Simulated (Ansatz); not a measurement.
Geometry optimisation, Ansatz 0.2.0, RKS B3LYP/def2-SVP.

Input:

```yaml
crystal:
  periodic: [false, false, false]
  atoms:
    - { symbol: Ge, position_ang: [-0.549607, 0.0, -0.369659] }
    - { symbol: H, position_ang: [0.194435, 0.0, 2.292451] }
    - { symbol: H, position_ang: [0.842667, 0.0, 0.245973] }
    - { symbol: Cl, position_ang: [-0.846039, 1.764452, -1.561436] }
    - { symbol: Cl, position_ang: [-0.846039, -1.764452, -1.561436] }
    - { symbol: F, position_ang: [-1.810628, 0.0, 0.781682] }
    - { symbol: H, position_ang: [-0.502288, 0.0, 2.459323] }
basis:
  gaussian: { orbitals: def2-SVP }
hamiltonian:
  xc: b3lyp
relax:
  f_tol: 0.03
  max_steps: 50
output:
  orbitals: {}
```

Launched with:

```bash
$ ansatz run input.yaml --threads 2 --pin off --max-ram 3072MiB --backend cpu --events-out ev --progress --plain --runs-dir out
```

Where does it end, and by what steps?

The forces met the threshold. The force dipped under the threshold on the way, but the program's further checks kept it going. After 25 steps the energy has fallen by 0.260 eV; H2 moved furthest, 1.60 Å.

```csv
step,energy less start (eV),largest force component (eV/Å),accepted
0,0.0000,1.766,yes
1,-0.1468,0.431,yes
2,-0.2030,0.318,yes
3,-0.2307,0.398,yes
4,-0.2451,0.229,yes
5,-0.2456,0.374,yes
6,-0.2504,0.104,yes
7,-0.2547,0.041,yes
8,-0.2555,0.013,yes
9,-0.2496,0.591,no
10,-0.2564,0.083,yes
11,-0.2571,0.084,yes
12,-0.2578,0.082,yes
13,-0.2585,0.099,yes
14,-0.2583,0.156,no
15,-0.2591,0.045,yes
16,-0.2594,0.046,yes
17,-0.2598,0.063,yes
18,-0.2599,0.046,yes
19,-0.2601,0.035,yes
20,-0.2602,0.050,yes
21,-0.2603,0.048,yes
22,-0.2603,0.040,yes
23,-0.2604,0.030,yes
24,-0.2604,0.019,no
25,-0.2604,0.015,yes
```

```xyz
7
Properties=species:S:1:pos:R:3
Ge -0.429 0.000 -0.882
H -0.254 0.000 3.829
H 1.097 0.000 -0.801
Cl -1.186 1.759 -1.849
Cl -1.186 -1.759 -1.849
F -1.070 0.000 0.733
H -0.488 0.000 3.105
```

Run time: 60 s on 2 threads of Arm Neoverse V2, on a shared host, peak memory 0.22 GiB.
